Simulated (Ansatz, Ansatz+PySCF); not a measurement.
```yaml
atoms:
  - { symbol: O, position_ang: [0.0000, 0.0000, -0.1085] }
  - { symbol: H, position_ang: [0.0000, 0.0000, 0.8679] }
  - { symbol: O, position_ang: [29.9518, -0.0257, 0.0937] }
  - { symbol: H, position_ang: [30.3857, 0.2054, -0.7499] }
```

Basis set: cc-pVDZ (spherical functions). Left uncorrelated: 2 orbitals. Correlation on ROHF uses semicanonical orbitals with singles. Charge 0, multiplicity 3.

Computed with Ansatz (development build ahead of 0.2.0); each method stands on the lowest determinant of its kind that the runs found. Restricted functionals stand beside restricted open-shell atoms, which can lie above the unrestricted atoms usual in DFT and then raise those values.

The atomization energy at this shape (free ground-state atoms in the same class of orbitals less the molecule, no zero-point energy) of triplet H₂O₂ in separate pieces:

```
                        method  atomization energy
          ωB97X (unrestricted)     201.51 kcal/mol
         r²SCAN (unrestricted)     206.36 kcal/mol
r²SCAN (restricted open-shell)     207.26 kcal/mol
           PBE0 (unrestricted)     200.08 kcal/mol
  PBE0 (restricted open-shell)     200.68 kcal/mol
            PBE (unrestricted)     207.17 kcal/mol
   PBE (restricted open-shell)     207.72 kcal/mol
                   UHF-CCSD(T)     188.40 kcal/mol
                      ROHF-MP2     187.68 kcal/mol
                           UHF     128.27 kcal/mol
                          ROHF     129.28 kcal/mol
```

(1) What does ωB97X (restricted open-shell) give?

## Answers

(1) 202.76 kcal/mol. Caution for ωB97X (unrestricted), ωB97X (restricted open-shell), r²SCAN (unrestricted), r²SCAN (restricted open-shell), PBE0 (unrestricted), PBE0 (restricted open-shell), PBE (unrestricted), PBE (restricted open-shell): charge can spread falsely over distant fragments.
